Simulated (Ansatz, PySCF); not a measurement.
The pair A = CH3F (SMILES CF) (first 5 atoms), B = H2 (SMILES [H][H]); geometry from B3LYP-D3(BJ)/def2-TZVP.
(charge 0, multiplicity 1):
```xyz
7

C     -0.4448    -0.6709    -0.3515
F     -0.2025     0.6227     0.0983
H      0.1037    -0.8265    -1.2811
H     -0.1054    -1.3753     0.4088
H     -1.5157    -0.7880    -0.5214
H      0.2187     0.2783     2.5843
H      0.3090    -0.0479     3.2478
```

Correlated levels freeze the cores. CBS(a, b) extrapolates the correlation energy as X⁻³ and adds the Hartree–Fock energy of set b.

Codes used: Ansatz (Gaussian orbitals); PySCF for the dispersion terms. Each number belongs to the level named beside it.

The monomers are drawn apart, rigid, along the line of their centres of mass. Counterpoise-corrected interaction energies (kcal/mol):

| level | R = 4.101 Å | R = 5.119 Å |
|---|---|---|
| PBE/def2-TZVPPD | -0.2264 | -0.0624 |
| PBE-D3(BJ)/def2-TZVPPD | -0.3267 | -0.0926 |
| wB97M-V/def2-TZVPPD | -0.2451 | -0.0838 |
| CCSD(T)/CBS(aug-cc-pVDZ, aug-cc-pVTZ) | -0.2598 | -0.0861 |

R is the distance of the centres of mass. Find the local exponent m of E ∝ R⁻ᵐ between the two points.


m = ln(E₁/E₂)/ln(R₂/R₁): PBE/def2-TZVPPD 5.8; PBE-D3(BJ)/def2-TZVPPD 5.7; wB97M-V/def2-TZVPPD 4.8; CCSD(T)/CBS(aug-cc-pVDZ, aug-cc-pVTZ) 5.0. For scale, two fixed dipoles give m = 3, dipole and quadrupole 4, quadrupoles 5, and dispersion or dipole-induced dipole 6 at long range; at these distances several terms mix, and what is left of overlap and damping shifts m, so it need not match one of them.

Ansatz is an electronic-structure program.
